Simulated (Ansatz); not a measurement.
A single Li atom.

PBE (unrestricted) on doublet Li was run in several spherical basis sets with Ansatz (development build ahead of 0.2.0).

(1) Rank the basis sets by the total energy that they give, lowest first, with the distance from the lowest.
A. cc-pVDZ
B. pcseg-2
C. def2-SVP

Answers

(1) B (0.00 eV), A (0.03 eV), C (0.20 eV).

Totals follow the description of the cores as much as that of the bonds, so this order isn't one of quality for chemistry.
